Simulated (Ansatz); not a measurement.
Harmonic vibrations of Ag₂I⁺ by finite differences.

```yaml
crystal:
  periodic: [false, false, false]
  atoms:
    - {symbol: Ag, position_ang: [0.458658, -1.084895, 1.683510]}
    - {symbol: Ag, position_ang: [0.677130, 0.830557, -1.753066]}
    - {symbol: I, position_ang: [-1.135788, 0.254338, 0.069556]}
basis:
  gaussian: {orbitals: def2-TZVP}
total_charge: 1
hamiltonian: {xc: pbe, dispersion: d4}
scf: {omitted_lower_state_checks: [starts]}
phonons: {temperatures: {t_min: 298.15, t_max: 900, t_step: 200}}
```

```sh
$ ansatz run in.yaml --threads 4 --pin off --events-out ev --progress --plain --max-ram 3916MiB
```

Shortened log:

```
Functional definition: PBE
mean field -16096.17069113 eV, -591.5233625225 hartree, gradient 1.8e-5 eV, S^2 0.000000; 0 other end points of the search recorded, 0 dependent functions left out
mean field -16096.17066011 eV, -591.5233613828 hartree, gradient 8.1e-7 eV, S^2 0.000000; 0 other end points of the search recorded, 0 dependent functions left out
mean field -16096.17069885 eV, -591.5233628064 hartree, gradient 8.1e-7 eV, S^2 0.000000; 0 other end points of the search recorded, 0 dependent functions left out
mean field -16096.17068823 eV, -591.5233624160 hartree, gradient 5.3e-7 eV, S^2 0.000000; 0 other end points of the search recorded, 0 dependent functions left out
mean field -16096.17068650 eV, -591.5233623526 hartree, gradient 9.0e-7 eV, S^2 0.000000; 0 other end points of the search recorded, 0 dependent functions left out
mean field -16096.17067555 eV, -591.5233619502 hartree, gradient 8.1e-7 eV, S^2 0.000000; 0 other end points of the search recorded, 0 dependent functions left out
mean field -16096.17068097 eV, -591.5233621493 hartree, gradient 8.1e-7 eV, S^2 0.000000; 0 other end points of the search recorded, 0 dependent functions left out
Total energy: -16096.29139725 eV, -591.5277983908 hartree
Atom 0 at     0.458658    -1.084895     1.683510 Å, force    -0.000476     0.004421    -0.007489 eV/Å
Atom 1 at     0.677130     0.830557    -1.753066 Å, force    -0.001436    -0.003993     0.007606 eV/Å
Atom 2 at    -1.135788     0.254338     0.069556 Å, force     0.001913    -0.000428    -0.000117 eV/Å
Dipole moment:     0.694836    -0.155595    -0.042552 e Å
Vibrations: 29.25 167.36 169.27 cm⁻¹, zero-point energy 0.022681 eV
Checks for a lower state left out: starts
```

Hardware: 4 threads of Arm Neoverse N1 on a shared host. Wall time 11 s.

In the def2 sets Ag, I take a core potential; there is no spin–orbit coupling. The structure comes from a short search, and lower isomers may exist.
